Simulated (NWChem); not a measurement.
System: CH$_{2}$GaNO; SMILES O=C=[N][GaH2]

Input file for NWChem:

```
start job
memory heap 200 mb stack 900 mb global 1100 mb
geometry units angstroms noautoz
  Ga    -0.000001    -0.001863    -1.126264
  H     -0.000005     1.536795    -1.426231
  H      0.000004    -1.218164    -2.106093
  N      0.000001    -0.485413     0.669492
  C      0.000000    -0.041474     1.797063
  O      0.000001     0.317436     2.920561
end
basis spherical
  Ga library 6-31g*
  H library 6-31g*
  N library 6-31g*
  C library 6-31g*
  O library 6-31g*
end
dft
  xc b3lyp
  iterations 150
  mulliken
end
task dft energy
```

The geometry was optimised at B3LYP/6-31G* (spherical d). B3LYP is NWChem's, with the RPA form of VWN correlation.

Predict the main results of this run. (B3LYP/6-31G* (spherical d).) Quantities: basis functions; energy (Ha); highest occupied level (eV); orbital gap (eV); dipole (D).


* **number of basis functions**: 78
* **energy (Ha)**: -2093.92
* **highest occupied level (eV)**: -7.87
* **orbital gap (eV)**: 5.70
* **dipole (D)**: 2.73
